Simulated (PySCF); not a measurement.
H₂Cl₂OSi, singlet, at a GFN2-xTB geometry; B3LYP/6-31G, TDA in PySCF.

Here is a job for PySCF.
```python
from pyscf import gto, scf, dft, tdscf

mol = gto.M(
    atom='''
Si    0.03178846   -0.44809257    0.33333373
O    -1.33350258   -1.28426862    0.12906388
Cl   -0.36281234    1.40504158    1.01803581
Cl    1.04160721   -0.29655377   -1.40331102
H     0.73412239   -1.25189336    1.30556751
H    -2.05065303   -1.04495447   -0.45507216
''',
    basis='6-31g',
    verbose=4,
)

mf = dft.RKS(mol)
mf.xc = 'b3lyp'
mf.kernel()
td = mf.TDA()
td.nstates = 5
td.kernel()
td.analyze()
```

Q: Write the output that PySCF gives for this input, abridged.

A: 
```
PySCF version 2.14.0

[INPUT] verbose = 4
[INPUT] num. atoms = 6
[INPUT] num. electrons = 58
[INPUT] charge = 0
[INPUT] spin (= nelec alpha-beta = 2S) = 0
[INPUT] symmetry False subgroup None
[INPUT] Mole.unit = angstrom
[INPUT] Symbol           X                Y                Z      unit          X                Y                Z       unit  Magmom
[INPUT]  1 Si     0.031788460000  -0.448092570000   0.333333730000 AA    0.060071483322  -0.846772235752   0.629909457780 Bohr   0.0
[INPUT]  2 O     -1.333502580000  -1.284268620000   0.129063880000 AA   -2.519954662601  -2.426915962173   0.243895385774 Bohr   0.0
[INPUT]  3 Cl    -0.362812340000   1.405041580000   1.018035810000 AA   -0.685615957213   2.655143779826   1.923808865900 Bohr   0.0
[INPUT]  4 Cl     1.041607210000  -0.296553770000  -1.403311020000 AA    1.968352356272  -0.560405406507  -2.651873495384 Bohr   0.0
[INPUT]  5 H      0.734122390000  -1.251893360000   1.305567510000 AA    1.387290259011  -2.365735587562   2.467165031030 Bohr   0.0
[INPUT]  6 H     -2.050653030000  -1.044954470000  -0.455072160000 AA   -3.875172603210  -1.974677760940  -0.859961749314 Bohr   0.0

nuclear repulsion = 282.874257814311
number of shells = 30
number of NR pGTOs = 168
number of NR cGTOs = 52
basis = 6-31g
ecp = {}

******** <class 'pyscf.dft.rks.RKS'> ********
method = RKS
initial guess = minao
damping factor = 0
level_shift factor = 0
DIIS = <class 'pyscf.scf.diis.CDIIS'>
diis_start_cycle = 1
diis_space = 8
diis_damp = 0
SCF conv_tol = 1e-09
SCF conv_tol_grad = None
SCF max_cycles = 50
direct_scf = True
direct_scf_tol = 1e-13
XC library pyscf.dft.libxc version 7.1.2
    S. Lehtola, C. Steigemann, M. J. T. Oliveira, and M. A. L. Marques,  SoftwareX 7, 1–5 (2018)
XC functionals = b3lyp
    P. J. Stephens, F. J. Devlin, C. F. Chabalowski, and M. J. Frisch,  J. Phys. Chem. 98, 11623 (1994)
radial grids:
    Treutler-Ahlrichs [JCP 102, 346 (1995); DOI:10.1063/1.469408] (M4) radial grids

becke partition: Becke, JCP 88, 2547 (1988); DOI:10.1063/1.454033
pruning grids: <function nwchem_prune>
grids dens level: 3
symmetrized grids: False
atomic radii adjust function: <function treutler_atomic_radii_adjust>
small_rho_cutoff = 0
Set gradient conv threshold to 3.16228e-05
Initial guess from minao.
tot grids = 90640
init E= -1286.86899165515
  HOMO = -0.359413854481941  LUMO = -0.0075487195377455  gap/eV = 9.57474
cycle= 1 E= -1286.16296468733  delta_E= 0.706  |g|= 0.788  |ddm|= 2.42
  HOMO = -0.218824152792297  LUMO = -0.0241031803093892  gap/eV = 5.29863
cycle= 2 E= -1285.94602080032  delta_E= 0.217  |g|= 1.33  |ddm|= 2.28
  HOMO = -0.32483136109302  LUMO = -0.0121460910939102  gap/eV = 8.50860
cycle= 3 E= -1286.30061463435  delta_E= -0.355  |g|= 0.161  |ddm|= 1.52
  HOMO = -0.339503687371203  LUMO = -0.00842111145434421  gap/eV = 9.00922
cycle= 4 E= -1286.3081078914  delta_E= -0.00749  |g|= 0.0341  |ddm|= 0.29
  HOMO = -0.33596614421635  LUMO = -0.00738966648973127  gap/eV = 8.94102
cycle= 5 E= -1286.30846079433  delta_E= -0.000353  |g|= 0.00346  |ddm|= 0.054
  HOMO = -0.336446944031213  LUMO = -0.0076296161092102  gap/eV = 8.94758
cycle= 6 E= -1286.30846443129  delta_E= -3.64e-06  |g|= 0.000706  |ddm|= 0.00647
  HOMO = -0.336340515806381  LUMO = -0.00748377812676626  gap/eV = 8.94865
cycle= 7 E= -1286.30846460839  delta_E= -1.77e-07  |g|= 9.07e-05  |ddm|= 0.00146
  HOMO = -0.336360029767627  LUMO = -0.00750866150111706  gap/eV = 8.94850
cycle= 8 E= -1286.30846461128  delta_E= -2.9e-09  |g|= 1.74e-05  |ddm|= 0.000206
  HOMO = -0.336359338017604  LUMO = -0.00750638126328118  gap/eV = 8.94854
cycle= 9 E= -1286.3084646114  delta_E= -1.13e-10  |g|= 2.56e-06  |ddm|= 3.71e-05
  HOMO = -0.33635924772887  LUMO = -0.00750666166328462  gap/eV = 8.94853
Extra cycle  E= -1286.30846461139  delta_E= 5.23e-12  |g|= 4.26e-06  |ddm|= 6.22e-06
converged SCF energy = -1286.30846461139

******** <class 'pyscf.tdscf.rks.TDA'> for <class 'pyscf.dft.rks.RKS'> ********
nstates = 5 singlet
deg_eia_thresh = 1.000e-03
wfnsym = None
conv_tol = 1e-05
eigh lindep = 1e-12
eigh level_shift = 0
eigh max_cycle = 100

Excitation energies (eV)
[7.76446187 8.13486898 8.21182963 8.41629254 8.4752839 ]

** Singlet excitation energies and oscillator strengths **
Excited State   1:      7.76446 eV    159.68 nm  f=0.0022
      28 -> 30        0.12192
      29 -> 30       -0.68819
Excited State   2:      8.13487 eV    152.41 nm  f=0.0188
      25 -> 30       -0.16959
      28 -> 30        0.65621
      29 -> 31       -0.12193
Excited State   3:      8.21183 eV    150.98 nm  f=0.0559
      26 -> 30       -0.14105
      27 -> 30       -0.68330
Excited State   4:      8.41629 eV    147.31 nm  f=0.0328
      24 -> 30        0.13507
      26 -> 30        0.66190
      27 -> 30       -0.13197
Excited State   5:      8.47528 eV    146.29 nm  f=0.0123
      25 -> 30        0.14141
      25 -> 31        0.14489
      29 -> 31       -0.66390

** Transition electric dipole moments (AU) **
state          X           Y           Z        Dip. S.      Osc.
  1         0.0466     -0.0564     -0.0802      0.0118      0.0022
  2        -0.1317      0.1595      0.2271      0.0944      0.0188
  3        -0.2824      0.2701     -0.3536      0.2777      0.0559
  4         0.2350      0.3113     -0.0825      0.1589      0.0328
  5         0.1042     -0.1263     -0.1796      0.0591      0.0123

** Transition velocity dipole moments (imaginary part, AU) **
state          X           Y           Z        Dip. S.      Osc.
  1         0.0065     -0.0079     -0.0112      0.0002      0.0005
  2        -0.0236      0.0286      0.0407      0.0030      0.0067
  3        -0.0546      0.0740     -0.0837      0.0155      0.0342
  4         0.0553      0.0846     -0.0274      0.0110      0.0237
  5         0.0343     -0.0416     -0.0591      0.0064      0.0137

** Transition magnetic dipole moments (imaginary part, AU) **
state          X           Y           Z
  1        -0.1330     -0.0870     -0.0160
  2        -0.0613      0.0267     -0.0542
  3         0.1549     -0.1877     -0.2671
  4        -0.0139      0.0169      0.0240
  5        -0.2464      0.2422     -0.3131
```
